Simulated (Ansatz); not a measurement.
Relaxation of CH$_{4}$CdO (7 atoms, charge 0, multiplicity 1), to a largest force component of 0.015 eV/Å in at most 40 steps.

Computed with RKS CAM-B3LYP-D4/def2-mTZVP in Ansatz 0.2.0.

```xyz
7
Properties=species:S:1:pos:R:3
C -1.079 0.696 -0.339
Cd 0.907 -0.134 -0.420
O 1.762 -1.347 0.875
H -1.780 -0.127 -0.474
H -1.283 1.472 -1.069
H -1.189 1.101 0.667
H 1.302 -1.659 1.657
```

Q: Where does it end, and by what steps?

A: The forces met the threshold. After 7 steps the energy has fallen by 0.882 eV; Cd2 moved furthest, 0.88 Å.

| step | energy less start (eV) | largest force component (eV/Å) | accepted |
| --- | --- | --- | --- |
| 0 | 0.0000 | 1.418 | yes |
| 1 | -0.3674 | 0.696 | yes |
| 2 | -0.5829 | 0.572 | yes |
| 3 | -0.7463 | 0.792 | yes |
| 4 | -0.8640 | 0.452 | yes |
| 5 | -0.8804 | 0.137 | yes |
| 6 | -0.8815 | 0.021 | yes |
| 7 | -0.8817 | 0.006 | yes |

```xyz
7
Properties=species:S:1:pos:R:3
C -1.222 0.766 -0.350
Cd 0.421 -0.369 0.277
O 2.036 -1.405 0.770
H -2.037 0.115 -0.661
H -0.948 1.401 -1.190
H -1.575 1.400 0.461
H 1.965 -1.906 1.590
```

Time of the run: 19 s on 2 threads of Arm Neoverse V2 (shared host), peak memory 0.2 GiB.
